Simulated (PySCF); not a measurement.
# CH6CuP: core ionisation energies

Species: Cu(PH3)Me, CH6CuP (singlet state).
Bonds: Cu1–P2, Cu1–C6. Hydrogens: H3, H4, H5 on P2; H7, H8, H9 on C6.

Computed, not measured: delta-SCF UKS SCAN, pcX-2 on the ionised atom (unc-x2c-TZVPall on a metal), pcseg-1 elsewhere, spin-free X2C (PySCF). These are vertical core ionisation energies against the vacuum level, from separate self-consistent calculations with and without the core hole.

Q: What binding energy does each computed site have?

A: 
```
atom(s)   bonded to     level  binding energy (eV)  2p1/2 (eV)  count
     P2  3 H and Cu   P 2p3/2               137.93      138.83      1
     C6  3 H and Cu      C 1s               288.28           –      1
    Cu1     C and P  Cu 2p3/2               937.70      958.35      1
     P2  3 H and Cu      P 1s              2151.58           –      1
```

Q: Express the binding energy of P 2p3/2 of P2 in atomic units and per mole.

A: 137.93 eV = 5.0688 Eh = 13308 kJ/mol.

Q: Which effective nuclear charge Zeff reproduces each element's mean 1s value in the hydrogen-like formula E = 13.606 eV × Zeff²?

A: C (Z = 6): mean 288.3 eV, Zeff = 4.60, Z − Zeff = 1.40; P (Z = 15): mean 2151.6 eV, Zeff = 12.58, Z − Zeff = 2.42. Means run over the listed sites, weighted by atom count.

For 2p shells one spin-free hole was relaxed; a mean-field spin–orbit operator and the ground-state splitting of the three 2p orbitals were then diagonalised within the shell. The shell's mean is (2 × 2p3/2 + 2p1/2)/3, and the degeneracies 2j + 1 give areas of 2:1. 2p1/2 minus 2p3/2 (ligand field included): Cu 20.65 eV, P 0.89 eV. Satellites of the metal's 2p lines aren't described. Isolated species at its PBE0-D3(BJ)/def2-SVP geometry, gas phase. Metal 2p energies of this one-determinant scheme are less reliable than its 1s energies.
